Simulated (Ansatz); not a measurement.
Saddle point of Si2H6ClOF3, closed shell (SiH₂OF₂ ([OH][SiH]([F])[F]) + SiH₃F ([F][SiH3]) + HCl → SiHClOF₂ ([OH][Si]([F])([F])[Cl]) + SiH₄ + HF; bonds formed: Si1–Cl7, Si2–H8, H6–F9; bonds broken: Si1–H8, Si2–F9, H6–Cl7), PBE0-D4/def2-TZVP structure:

Si1  (-0.898, 0.913, -0.308)
Si2  (0.975, -1.569, -0.069)
F3  (-1.076, 0.206, -1.754)
F4  (-2.117, 0.241, 0.446)
O5  (-0.962, 2.472, -0.762)
H6  (0.679, 0.175, 1.843)
Cl7  (-0.034, 1.643, 1.695)
H8  (0.456, 0.044, -0.192)
F9  (1.119, -0.784, 1.721)
H10  (2.215, -2.241, 0.381)
H11  (-0.293, -2.258, 0.224)
H12  (1.148, -1.429, -1.541)
H13  (-1.213, 2.587, -1.684)
(Å)

Energies are electronic, without zero-point energy. Barriers and step energies count from the start structure reached by relaxing down the imaginary mode; all methods use the PBE0-D4 structures, on which another method's saddle can fall below an end. Program: Ansatz 0.2.0. Basis: def2-TZVPP, with def2-QZVPP for the basis limit. Cores are frozen in the correlated methods. B3LYP uses VWN-RPA correlation. Extrapolation: Hartree–Fock as exp(−7.88 √X), correlation as X^−2.97.

```
      method  barrier (kJ/mol)  step energy (kJ/mol)
       SPW92             114.9                  29.6
      PBE-D4                 ?                  30.3
     BLYP-D4             204.8                  44.8
   r2SCAN-D4             188.1                  36.3
      B97M-V                 ?                  35.2
     PBE0-D4             194.1                  31.6
    B3LYP-D4             221.1                  45.6
  r2SCAN0-D4             205.1                  36.4
    BHLYP-D4             247.9                  49.4
CAM-B3LYP-D4             227.9                  50.6
     wB97X-V             220.6                  41.7
     wB97M-V             211.6                  39.7
      B2PLYP             234.8                  48.7
    PBE-QIDH             216.7                  36.9
  RPA on PBE             237.7                  48.2
          HF                 ?                  58.9
         MP2             227.4                  42.1
        CCSD             251.2                  46.2
     CCSD(T)             233.9                  43.1
```

Fill in the withheld barriers. (Judge from chemistry; the value comes from the calculation.)

By the calculation: PBE-D4 169.7; B97M-V 205.5; HF 336.7 kJ/mol. Each is the energy of the saddle less that of the start structure, by the same method.

For comparison, the barrier by CCSD(T) at an estimated basis limit (MP2 extrapolated from triple and quadruple zeta, plus CCSD(T) − MP2 in triple zeta) is 227.8 kJ/mol.

No T1 diagnostic of these runs exceeds 0.012.

Labels in which every atom is bracketed show which atoms are joined, not bond orders.

For scale, one of the runs: CCSD(T)/def2-TZVPP, 334 basis functions, launched by `ansatz run in.yaml --threads 4 --pin off --events-out ev --progress --plain --max-ram 66560MiB --backend cuda --devices 0, --max-vram 37GiB`. The run took 9 s on 4 CPU threads of an AMD EPYC 7R13 and a share of one NVIDIA H100 (shared host), with 0.86 GiB of host memory at its peak.
